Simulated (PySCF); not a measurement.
# Gas-phase thermal properties of IBr

Computed with PySCF (xtb for GFN2) and rigid-rotor harmonic-oscillator thermochemistry at 1 bar. All species are closed-shell singlets. I: scalar-relativistic def2 core potential, no spin-orbit coupling. Br: all electrons, no relativistic terms. The harmonic model lacks anharmonicity and excited electronic states, which grow with temperature; levels with a mode under 35 cm⁻¹ are left out.

```csv
level,point group,σ,ZPE (kJ/mol),S°298 (J/mol/K),Cp298 (J/mol/K),S°1000 (J/mol/K),H1000 − H298 (kJ/mol)
GFN2-xTB,C∞v,1,1.6,258.6,36.4,303.4,26.0
PBE/def2-SVP,C∞v,1,1.5,259.4,36.4,304.2,26.0
PBE0/def2-TZVP,C∞v,1,1.7,258.3,36.3,303.1,26.0
```
σ: rotational symmetry number. Electronic degeneracy used: 1. Frequencies are unscaled.
